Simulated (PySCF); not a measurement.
C₃H₃N₂, doublet, geometry from GFN2-xTB; M06/6-31G run with PySCF.

The PySCF input:
```python
from pyscf import gto, scf, dft

mol = gto.M(
    atom='''
C     0.272360   -1.001957    0.565169
C     1.190997   -0.190443   -0.017599
N     0.519407    0.852492   -0.563293
C    -0.759707    0.684081   -0.322902
N    -0.963578   -0.450876    0.373518
H     2.253076   -0.282004   -0.079775
H    -1.531068    1.357034   -0.637915
H    -1.834712   -0.836429    0.698096
''',
    basis='6-31g',
    charge=0,
    spin=1,
    verbose=4,
)

mf = dft.UKS(mol)
mf.xc = 'm06'
mf.kernel()
mf.analyze()
```

### Question
Predict the main parts of the log of this PySCF run.

### Answer

```
PySCF version 2.14.0

[INPUT] verbose = 4
[INPUT] num. atoms = 8
[INPUT] num. electrons = 35
[INPUT] charge = 0
[INPUT] spin (= nelec alpha-beta = 2S) = 1
[INPUT] symmetry False subgroup None
[INPUT] Mole.unit = angstrom
[INPUT] Symbol           X                Y                Z      unit          X                Y                Z       unit  Magmom
[INPUT]  1 C      0.272360000000  -1.001957000000   0.565169000000 AA    0.514685807287  -1.893424318591   1.068014624094 Bohr   0.0
[INPUT]  2 C      1.190997000000  -0.190443000000  -0.017599000000 AA    2.250658145179  -0.359885112341  -0.033257290066 Bohr   0.0
[INPUT]  3 N      0.519407000000   0.852492000000  -0.563293000000 AA    0.981536977182   1.610976403383  -1.064469497885 Bohr   0.0
[INPUT]  4 C     -0.759707000000   0.684081000000  -0.322902000000 AA   -1.435638164915   1.292725737019  -0.610196345074 Bohr   0.0
[INPUT]  5 N     -0.963578000000  -0.450876000000   0.373518000000 AA   -1.820898519656  -0.852032156139   0.705846722595 Bohr   0.0
[INPUT]  6 H      2.253076000000  -0.282004000000  -0.079775000000 AA    4.257696577831  -0.532910326032  -0.150752901587 Bohr   0.0
[INPUT]  7 H     -1.531068000000   1.357034000000  -0.637915000000 AA   -2.893299198086   2.564422601723  -1.205484640752 Bohr   0.0
[INPUT]  8 H     -1.834712000000  -0.836429000000   0.698096000000 AA   -3.467103197453  -1.580621732644   1.319210248654 Bohr   0.0

nuclear repulsion = 155.888569089056
number of shells = 31
number of NR pGTOs = 122
number of NR cGTOs = 51
basis = 6-31g
ecp = {}

******** <class 'pyscf.dft.uks.UKS'> ********
method = UKS
initial guess = minao
damping factor = 0
level_shift factor = 0
DIIS = <class 'pyscf.scf.diis.CDIIS'>
diis_start_cycle = 1
diis_space = 8
diis_damp = 0
SCF conv_tol = 1e-09
SCF conv_tol_grad = None
SCF max_cycles = 50
direct_scf = True
direct_scf_tol = 1e-13
number electrons alpha = 18  beta = 17
XC library pyscf.dft.libxc version 7.1.2
    S. Lehtola, C. Steigemann, M. J. T. Oliveira, and M. A. L. Marques,  SoftwareX 7, 1–5 (2018)
XC functionals = m06
    Y. Zhao and D. G. Truhlar,  Theor. Chem. Acc. 120, 215 (2008)
    Y. Zhao and D. G. Truhlar,  Theor. Chem. Acc. 120, 215 (2008)
radial grids:
    Treutler-Ahlrichs [JCP 102, 346 (1995); DOI:10.1063/1.469408] (M4) radial grids

becke partition: Becke, JCP 88, 2547 (1988); DOI:10.1063/1.454033
pruning grids: <function nwchem_prune>
grids dens level: 3
symmetrized grids: False
atomic radii adjust function: <function treutler_atomic_radii_adjust>
small_rho_cutoff = 0
Set gradient conv threshold to 3.16228e-05
tot grids = 99584
init E= -226.464230996879

cycle= 1 E= -225.242515452483  delta_E= 1.22  |g|= 0.249  |ddm|= 2.25
cycle= 2 E= -225.128884171921  delta_E= 0.114  |g|= 0.548  |ddm|= 0.992
cycle= 3 E= -225.282067877309  delta_E= -0.153  |g|= 0.0704  |ddm|= 0.641
cycle= 4 E= -225.284649467129  delta_E= -0.00258  |g|= 0.0384  |ddm|= 0.14
cycle= 5 E= -225.285915307348  delta_E= -0.00127  |g|= 0.0162  |ddm|= 0.069
cycle= 6 E= -225.286275376878  delta_E= -0.00036  |g|= 0.00653  |ddm|= 0.0476
cycle= 7 E= -225.286346414689  delta_E= -7.1e-05  |g|= 0.00294  |ddm|= 0.0266
cycle= 8 E= -225.286353649374  delta_E= -7.23e-06  |g|= 0.00138  |ddm|= 0.00582
cycle= 9 E= -225.286356149841  delta_E= -2.5e-06  |g|= 0.00048  |ddm|= 0.0036
cycle= 10 E= -225.286356913609  delta_E= -7.64e-07  |g|= 0.000198  |ddm|= 0.0022
cycle= 11 E= -225.286357023942  delta_E= -1.1e-07  |g|= 0.000163  |ddm|= 0.000748
cycle= 12 E= -225.286357057453  delta_E= -3.35e-08  |g|= 5.21e-05  |ddm|= 0.000385
cycle= 13 E= -225.286357063759  delta_E= -6.31e-09  |g|= 2.76e-05  |ddm|= 0.000215
cycle= 14 E= -225.286357064745  delta_E= -9.86e-10  |g|= 9.43e-06  |ddm|= 6.66e-05
Extra cycle  E= -225.286357064841  delta_E= -9.62e-11  |g|= 1.21e-05  |ddm|= 2.99e-05
converged SCF energy = -225.286357064841  <S^2> = 0.76261661  2S+1 = 2.0125771
**** SCF Summaries ****
Total Energy =                        -225.286357064841070
Nuclear Repulsion Energy =             155.888569089056034
One-electron Energy =                 -612.106936810669595
Two-electron Energy =                  230.932010656772519
Two-electron Coulomb Energy =          262.024785987284929
DFT Exchange-Correlation Energy =      -31.092775330512413
**** MO energy ****
                             alpha | beta                alpha | beta
MO #1   energy= -14.4768134308956  | -14.4764965163718  occ= 1 | 1
MO #2   energy= -14.3988033302326  | -14.3972040121982  occ= 1 | 1
MO #3   energy= -10.3147117269629  | -10.311424916518   occ= 1 | 1
MO #4   energy= -10.3116365421522  | -10.2985859797575  occ= 1 | 1
MO #5   energy= -10.2676470722556  | -10.2678593218103  occ= 1 | 1
MO #6   energy= -1.07198202352055  | -1.06602553115414  occ= 1 | 1
MO #7   energy= -0.9135703796296   | -0.909259110088353 occ= 1 | 1
MO #8   energy= -0.772309206361457 | -0.758436548148562 occ= 1 | 1
MO #9   energy= -0.648007231735863 | -0.644671969040692 occ= 1 | 1
MO #10  energy= -0.616584178281108 | -0.60917261100267  occ= 1 | 1
MO #11  energy= -0.564095539408896 | -0.547714048772082 occ= 1 | 1
MO #12  energy= -0.473423931770044 | -0.465965222263647 occ= 1 | 1
MO #13  energy= -0.470975363176105 | -0.464735728848487 occ= 1 | 1
MO #14  energy= -0.437905552848677 | -0.436235318793761 occ= 1 | 1
MO #15  energy= -0.320523435369405 | -0.31251607263641  occ= 1 | 1
MO #16  energy= -0.31284686643302  | -0.270321068497185 occ= 1 | 1
MO #17  energy= -0.26170348155964  | -0.247797709514713 occ= 1 | 1
MO #18  energy= -0.260846172004752 | -0.0846074661112384 occ= 1 | 0
MO #19  energy= 0.0247367194629502 | 0.0350141312794956 occ= 0 | 0
MO #20  energy= 0.0733447351059688 | 0.0762208621167886 occ= 0 | 0
MO #21  energy= 0.0760004916364045 | 0.0811825179737022 occ= 0 | 0
MO #22  energy= 0.149011505628791  | 0.150293011841345  occ= 0 | 0
MO #23  energy= 0.173296963013989  | 0.174618798954487  occ= 0 | 0
MO #24  energy= 0.227902110155538  | 0.234615447730646  occ= 0 | 0
MO #25  energy= 0.242763093316097  | 0.253109012590286  occ= 0 | 0
MO #26  energy= 0.307522383965483  | 0.309112630075324  occ= 0 | 0

To work with the spin densities directly, `use mulliken_meta_spin()` only printing them here.

 ** Mulliken spin pop alpha/beta on meta-lowdin orthogonal AOs **
 ** Mulliken Spin Density (per AO)  **
spin_pop of  0 C 1s       -0.00001
spin_pop of  0 C 2s        0.21280
spin_pop of  0 C 3s        0.00243
spin_pop of  0 C 2px       0.02613
spin_pop of  0 C 2py       0.53268
spin_pop of  0 C 2pz       0.24422
spin_pop of  0 C 3px       0.00023
spin_pop of  0 C 3py       0.00016
spin_pop of  0 C 3pz       0.00010
spin_pop of  1 C 1s        0.00000
spin_pop of  1 C 2s       -0.00592
spin_pop of  1 C 3s        0.00038
spin_pop of  1 C 2px      -0.00402
spin_pop of  1 C 2py      -0.02205
spin_pop of  1 C 2pz      -0.04908
spin_pop of  1 C 3px       0.00028
spin_pop of  1 C 3py       0.00174
spin_pop of  1 C 3pz       0.00062
spin_pop of  2 N 1s       -0.00000
spin_pop of  2 N 2s       -0.00159
spin_pop of  2 N 3s       -0.00022
spin_pop of  2 N 2px       0.00210
spin_pop of  2 N 2py       0.05413
spin_pop of  2 N 2pz       0.02866
spin_pop of  2 N 3px      -0.00008
spin_pop of  2 N 3py       0.00006
spin_pop of  2 N 3pz      -0.00001
spin_pop of  3 C 1s        0.00000
spin_pop of  3 C 2s        0.00669
spin_pop of  3 C 3s        0.00003
spin_pop of  3 C 2px      -0.00174
spin_pop of  3 C 2py       0.00594
spin_pop of  3 C 2pz      -0.01830
spin_pop of  3 C 3px       0.00018
spin_pop of  3 C 3py       0.00010
spin_pop of  3 C 3pz      -0.00004
spin_pop of  4 N 1s        0.00000
spin_pop of  4 N 2s        0.00112
spin_pop of  4 N 3s        0.00004
spin_pop of  4 N 2px      -0.00627
spin_pop of  4 N 2py      -0.00718
spin_pop of  4 N 2pz      -0.00965
spin_pop of  4 N 3px       0.00006
spin_pop of  4 N 3py       0.00041
spin_pop of  4 N 3pz       0.00008
spin_pop of  5 H 1s        0.00246
spin_pop of  5 H 2s        0.00005
spin_pop of  6 H 1s        0.00110
spin_pop of  6 H 2s       -0.00002
spin_pop of  7 H 1s        0.00094
spin_pop of  7 H 2s        0.00027
 ** Mulliken Spin Density (per atom)  **
spin density of  0 C =      1.01874
spin density of  1 C =     -0.07805
spin density of  2 N =      0.08305
spin density of  3 C =     -0.00714
spin density of  4 N =     -0.02139
spin density of  5 H =      0.00251
spin density of  6 H =      0.00108
spin density of  7 H =      0.00121
 ** Mulliken pop alpha/beta on meta-lowdin orthogonal AOs **
 ** Mulliken pop       alpha | beta **
In total            18.00000 | 17.00000
 ** Mulliken atomic charges   ( Nelec_alpha | Nelec_beta ) **
charge of  0C =     -0.01102  (     3.51488      2.49614 )
charge of  1C =     -0.11286  (     3.01740      3.09546 )
charge of  2N =     -0.25363  (     3.66834      3.58529 )
charge of  3C =     -0.00586  (     2.99936      3.00650 )
charge of  4N =     -0.16000  (     3.56930      3.59069 )
charge of  5H =      0.14000  (     0.43126      0.42874 )
charge of  6H =      0.13972  (     0.43068      0.42960 )
charge of  7H =      0.26364  (     0.36878      0.36758 )
Dipole moment(X, Y, Z, Debye): -2.84706, -1.56126,  1.23845
```
